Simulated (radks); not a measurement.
The numbers below are computed, except where a source is named.
Task: Lu, configuration [Xe] 4f14 5d1 6s2. Code: a radial shooting solver on a logarithmic mesh with Libxc functionals. Model: Dirac Kohn-Sham, exchange-only B88, spin-unpolarised, spherical densities, finite nucleus; open shells are shared between the two j in proportion to 2j + 1; Fermi nuclear charge, rms radius 5.37 fm.

Spin-orbit splittings of the eigenvalues, e(l+1/2) - e(l-1/2), with zeta = 2 splitting/(2l+1) and mean radii in bohr:

| shell | occ. | splitting (eV) | zeta (eV) | <r> j=l-1/2 | <r> j=l+1/2 |
|---|---|---|---|---|---|
| 2p | 6 | 1118 | 745.2 | 0.06740 | 0.07501 |
| 3p | 6 | 238.4 | 158.9 | 0.2020 | 0.2162 |
| 3d | 10 | 52.06 | 20.82 | 0.1898 | 0.1942 |
| 4p | 6 | 54.29 | 36.19 | 0.4849 | 0.5176 |
| 4d | 10 | 9.910 | 3.964 | 0.5409 | 0.5524 |
| 4f | 14 | 1.522 | 0.4348 | 0.7174 | 0.7341 |
| 5p | 6 | 6.870 | 4.580 | 1.318 | 1.434 |
| 5d | 1 | 0.2979 | 0.1192 | 2.957 | 3.194 |
| 6p | 0 | ? | ? | 5.462 | 6.143 |

Estimate the 6p splitting.

Result: 0.2744 eV (zeta = 0.1829 eV).
